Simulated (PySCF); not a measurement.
C2H2F6NP.
InChI=1S/C2H2F6NP/c3-1(4,5)10(9)2(6,7)8/h9H2

Theory: PySCF, TDDFT PBE0/def2-SVPD, vertical, gas phase, core orbitals frozen in the response. The structure is a single PBE0-D3(BJ)/def2-SVP conformer in the gas phase; no vibrational or solvent corrections. Torsions of this conformer, `[NH2:1][P:2]([C:3]([F:4])([F:5])[F:6])[C:7]([F:8])([F:9])[F:10]`: N1–P2–C3–F4 -43°, N1–P2–C7–F8 38°, H–N1–P2–C3 57°, H–N1–P2–C3 -144°.

Computed states:

```csv
state,E (eV),f
S1,6.53,0.0022
S2,6.79,0.044
S3,7.40,0.050
S4,7.59,0.101
S5,8.10,0.049
S6,8.21,0.015
```

Broadening: Gaussians 0.4 eV wide at half height, area fixed by f = 4.319×10⁻⁹ ∫ε dν̃. The width is an assumption, not a result. The curve ends short of the highest state used, and states not computed would add to its high-energy end.

Question: Give the broadened spectrum and its maxima.

Answer: 
(λ (nm), ε (L mol⁻¹ cm⁻¹)): (162.9, 8391), (164.0, 8925), (165.0, 8906), (166.1, 8366), (167.2, 7407), (168.2, 6321), (169.3, 5053), (170.4, 3854), (171.5, 2836), (172.5, 2124), (173.6, 1604), (174.7, 1359), (175.7, 1353), (176.8, 1540), (177.9, 1866), (178.9, 2219), (180.0, 2593), (181.1, 2883), (182.2, 3033), (183.2, 3029), (184.3, 2873), (185.4, 2590), (186.4, 2260), (187.5, 1863), (188.6, 1473), (189.6, 1151), (190.7, 850), (191.8, 610), (192.9, 426), (193.9, 303), (195.0, 204), (196.1, 135), (197.1, 92), (198.2, 60), (199.3, 38), (200.3, 25), (201.4, 15), (202.5, 9), (203.6, 5), (204.6, 3), (205.7, 2), (206.8, 1), (207.8, 1), (208.9, 0)

Maxima: 183 nm (6.79 eV), ε about 3000, made up of S2 (98%); 164 nm (7.54 eV), ε about 9000, made up of S3 (27%) and S4 (72%) (ε in L mol⁻¹ cm⁻¹; maxima over ε = 5, shares over 10%).

Question: On this curve, what absorbance would a 10⁻⁵ mol/L sample give at 193 nm over a 1 cm path?

Answer: 193 nm is 6.424 eV, where ε is about 410 L mol⁻¹ cm⁻¹, so A = ε c l ≈ 0.0041 (Beer–Lambert, with the gas-phase spectrum and the assumed width).

Question: Coming from long wavelengths, where does ε first pass 100 L mol⁻¹ cm⁻¹?

Answer: At about 197 nm (6.30 eV), 0.24 eV below S1.

Question: What would ε be at 7.54 eV, the highest of these maxima, with half the width (0.2 eV)?

Answer: About 13400 L mol⁻¹ cm⁻¹ against 8980, a factor of about 1.5; a lone state at its own centre would give exactly 2.
